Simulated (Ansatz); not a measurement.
Job for Ansatz (a first-principles code): U-PBE0/def2-TZVPP on P2-, 2S+1 = 2, a spin state set in the input, which need not be the lowest, a point of a bond scan (R = 1.979 Å). Charge -1.

Ansatz 0.2 input:
```yaml
crystal:
  periodic: [false, false, false]
  atoms:
    - {symbol: P, position_ang: [0.00000000, 0.00000000, 0.00000000]}
    - {symbol: P, position_ang: [0.00000000, 0.00000000, 1.97882900]}
basis:
  gaussian:
    orbitals: def2-TZVPP
    pivot_positions_ang: [[0.00000000, 0.00000000, 0.00000000], [0.00000000, 0.00000000, 1.97882900]]
hamiltonian:
  xc: {name: PBE0}
total_charge: -1
magnetization: {spin_polarized: true, initial_magnetization: 1}
output: {forces: true, orbitals: {seedname: ./end}}
```

Question: What total energy does the run end on?

Answer: -682.4670 hartree.
